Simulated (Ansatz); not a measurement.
`O[SiH](Cl)[GeH2][Cl]` → `Cl[SiH](Cl)[O][GeH3]`  (isomerisation)

Calculated with Ansatz (gas phase, PBE0-D4/def2-TZVP geometries, no zero-point term in ΔE). CCSD(T)/CBS is the MP2 limit (def2-TZVPP, def2-QZVPP) plus CCSD(T) − MP2 in def2-TZVPP, frozen cores. Functionals use def2-TZVPP. HSE06 is defined as in plane-wave codes. For Ge outer-core shells are correlated without core-valence functions, which leaves a few kJ/mol of doubt a bond. Scalar relativity is left out up to krypton. Each species was taken in one conformer, which may not be the lowest.

`O[SiH](Cl)[GeH2][Cl]`:

```xyz
9

O     0.014    1.350   -1.458
Si    0.911    0.277   -0.618
Cl    1.392   -1.380   -1.734
Ge   -0.430   -0.488    1.206
Cl   -2.417   -0.324    0.319
H    -0.927    1.159   -1.524
H     2.173    0.952   -0.253
H    -0.262   -1.958    1.611
H    -0.454    0.413    2.450
```

`Cl[SiH](Cl)[O][GeH3]`:

```xyz
9

Cl   -0.022   -1.813    1.863
Si    0.524   -1.433   -0.075
Cl   -0.935   -2.204   -1.284
O     0.686    0.144   -0.312
Ge   -0.332    1.588   -0.010
H     1.789   -2.123   -0.359
H    -1.802    1.152   -0.039
H     0.079    2.136    1.362
H     0.012    2.554   -1.146
```

Question: Is it downhill or uphill in electronic energy at CCSD(T)/CBS, and by how much? (Best estimate.)

Answer: Computed: Downhill: ΔE = -15.7 kcal/mol.

Question: What do these levels give: PBE-D4, PBE0-D4, HSE06-D4, r2SCAN, CAM-B3LYP, LC-ωPBE, RPA@PBE/def2-TZVPP, CCSD/def2-SVP, CCSD/def2-TZVPP, CCSD(T)/def2-TZVPP, SCS-MP2/def2-QZVPP, MP2/CBS(def2)? (An estimate is asked.)

Answer: The calculation gave: PBE-D4 -10.4, PBE0-D4 -12.1, HSE06-D4 -12.0, r2SCAN -14.3, CAM-B3LYP -16.2, LC-ωPBE -14.9, RPA@PBE/def2-TZVPP -16.7, CCSD/def2-SVP -18.6, CCSD/def2-TZVPP -16.8, CCSD(T)/def2-TZVPP -16.4, SCS-MP2/def2-QZVPP -18.2, MP2/CBS(def2) -16.8 kcal/mol.

Question: What do rigid-rotor, harmonic-oscillator terms from PBE0-D4/def2-TZVP frequencies (298.15 K, 1 bar) make of the CCSD(T)/CBS value? (Best estimate.)

Answer: The calculation gave: ΔZPE = -1.3 kcal/mol, ΔH = -17.1 kcal/mol, ΔS = 11 J/(mol·K), ΔG = -17.9 kcal/mol. Modes under 50 cm⁻¹ make the entropy rough.

Largest T1 diagnostic among the species: 0.011.

At CCSD(T), def2-SVP lies −2.6 kcal/mol from the extrapolated value and def2-TZVPP −0.7 kcal/mol. From PBE to PBE0 (25 % exact exchange), in def2-TZVPP and without D4, ΔE moves by −1.8 kcal/mol.
